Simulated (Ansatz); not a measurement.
AlFH3Sb (`[F][AlH][SbH2]`). Charge 0, multiplicity 1. Sb takes the def2 core potential.

| atom | x (Å) | y (Å) | z (Å) |
| --- | --- | --- | --- |
| F1 | -0.3320 | -0.2262 | 2.3108 |
| Al2 | -0.6561 | 0.3450 | 0.7938 |
| Sb3 | 0.2326 | -1.1099 | -1.2167 |
| H4 | -1.5189 | 1.6679 | 0.7108 |
| H5 | 0.4882 | 0.3393 | -2.0875 |
| H6 | 1.7862 | -1.0161 | -0.5113 |

What are the harmonic wavenumbers in cm⁻¹ at PBE0-D4/def2-TZVP (Ansatz, finite differences of forces, unscaled)? (An estimate is asked.)

The calculation gave: 77, 129, 288, 329, 473, 495, 650, 828, 830, 1934, 1956, 1963.

Is this a minimum?

Yes, all 12 modes are real.

Give the ideal-gas thermochemistry at 298.15 K and 1 bar (rigid rotor, harmonic oscillator; point group C1, symmetry number 1).

Zero-point energy 59.5 kJ/mol; H(298) − E = 77.4 kJ/mol; entropy 333.2 J/(mol·K), of which translation 173.0, rotation 110.7, vibration 49.5; G(298) − E = -21.9 kJ/mol. Modes under 100 cm⁻¹ are hindered rotations or soft bends, so the harmonic entropy is rough.

Rotational constants (cm⁻¹)?

0.6011, 0.05219, 0.0488.
